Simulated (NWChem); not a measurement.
System: Si2H3Cl, singlet; SMILES [SiH3][Si]Cl

```xyz
6

Si     1.1064     0.2183     0.0000
Cl    -0.4855     1.5970     0.0000
Si    -0.3662    -1.7064     0.0000
H     -1.2375    -1.6537     1.2187
H      0.3705    -3.0109    -0.0026
H     -1.2431    -1.6515    -1.2147
```
Atoms are numbered in this order, from 1.

Low-valent species are run as closed-shell singlets; no triplet was tried in these runs. The geometry was optimised at PBE0/def2-SVP.

### Question
List the 4 lowest vertical singlet excitations from B3LYP/def2-SVPD, TDA (NWChem).

### Answer
| state | energy (eV) | oscillator strength | leading excitation (squared amplitude) |
|---|---|---|---|
| S1 | 1.95 | 0.004 | HOMO → LUMO (0.99) |
| S2 | 4.70 | 0.013 | HOMO → LUMO+1 (0.94) |
| S3 | 4.74 | 0.002 | HOMO−1 → LUMO (0.94) |
| S4 | 5.31 | 0.005 | HOMO−3 → LUMO (0.61) |
